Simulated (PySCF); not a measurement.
A geometry optimisation on Co(SH)2 (`[SH][Co][SH]`) [quartet].

Computed with PBE0-D3(BJ)/def2-SVP geometry optimisation, gas phase (PySCF 2.14.0). Start geometry: GFN2-xTB. A driver script takes a list of jobs; this job's settings line and coordinates (Å) are shown.

Command:
```bash
OMP_NUM_THREADS=1 python probes_run.py task.json out
```

Input:
```
{"job": {"xc": "PBE0", "basis": "def2-SVP", "d3": "d3bj", "grid": 1, "maxiter": 40, "shake": 0.03, "kind": "geom"}, "charge": 0, "multiplicity": 4}
Co     0.579860     0.070380    -0.122530
S     -0.177000    -0.048160     1.864570
H      0.948830     0.377060     2.333950
S      0.043980    -0.060450    -2.182350
H     -1.320810    -0.449310    -1.955770
```

Output:
```
step   0  E = -2179.45454736  max force = 0.036214
step   1  E = -2179.46135006  max force = 0.008138
step   2  E = -2179.46175746  max force = 0.004027
step   3  E = -2179.46237897  max force = 0.005792
step   4  E = -2179.46134906  max force = 0.027296
step   5  E = -2179.46391752  max force = 0.010611
step   6  E = -2179.46501260  max force = 0.008290
step   7  E = -2179.46695051  max force = 0.003614
step   8  E = -2179.46720882  max force = 0.001539
step   9  E = -2179.46727797  max force = 0.000362
step  10  E = -2179.46729541  max force = 0.000357
step  11  E = -2179.46729738  max force = 0.000186
optimisation converged
```

Energies in Eh; «max force» is the largest Cartesian gradient component in Eh/bohr.

Task: How much energy does the optimisation release, in kJ/mol?

Result: E(step 0) − E(last step) = 0.012750 Eh, which is 33.5 kJ/mol.

Task: Give the first gradient maximum in eV/Å.

Result: With 1 Eh/bohr = 51.422 eV/Å, 1.862 eV/Å.

In short: final energy -2179.46730 Eh after 11 steps; dipole 0.02 D.

The run took 1.7 min wall on an Arm Neoverse V2 with one thread, shared host, and the process peaked at 0.34 GiB of memory.
Labels such as C1 count atoms from 1, the log's own numbers from 0.
